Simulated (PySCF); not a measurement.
## Core-level binding energies of `NB(N)B(Cl)Cl`

B2Cl2H4N2.
Z-matrix (Å and degrees, PBE0-D3(BJ)/def2-SVP geometry), rows numbered from 1:
```
N 
B   1  1.4111
N   2  1.4114  1  123.55
B   2  1.7138  1  118.16  3  -179.94
Cl  4  1.7614  2  121.50  1   179.11
Cl  4  1.7622  2  121.70  1    -0.76
H   1  1.0109  2  125.04  3     0.29
H   1  1.0102  2  120.97  3   179.78
H   3  1.0101  2  121.08  1   179.97
H   3  1.0109  2  125.00  1    -0.08
```

Level of theory: PySCF 2.14.0, delta-SCF UKS SCAN, pcX-2 on the ionised atom, pcseg-1 elsewhere, spin-free X2C. Binding energies are ΔSCF values: E(core-ionised, relaxed orbitals) − E(ground state) at a fixed geometry, referred to the vacuum level.

Problem. What binding energy does each computed site have?

Solution. 
```
atom(s)  bonded to     level  binding energy (eV)  2p1/2 (eV)  count
     B2  2 N and B      B 1s               195.56           –      1
Cl5/Cl6          B  Cl 2p3/2               206.22      207.87      2
  N1/N3  2 H and B      N 1s               404.89           –      2
Cl5/Cl6          B     Cl 1s              2828.81           –      2
```

Problem. Which photon energy gives electrons from Cl 2p3/2 of Cl5/Cl6 a kinetic energy of 20 eV, and what is their de Broglie wavelength?

Solution. hν = 206.22 + 20 = 226.22 eV, recoil neglected; λ = 12.264 Å/√(E/eV) = 2.74 Å.

Problem. What is the longest wavelength that can ionise Cl 2p3/2 of Cl5/Cl6 vertically?

Solution. λ = hc/E = 12398.42 eV Å / 206.22 eV = 60.122 Å.

The first atom of each set that the bonding makes equivalent was ionised and stands for the set. The list is incomplete; no value stands for B 1s of B4. The 2p values add to the ΔSCF energy of one spin-free hole a correction within the shell (spin–orbit coupling, ligand field). 2p1/2 minus 2p3/2 (ligand field included): Cl 1.65 eV. Isolated species at its PBE0-D3(BJ)/def2-SVP geometry, gas phase.

Time: 2.3 min. Hardware: one thread of an x86-64 server, on a shared host.
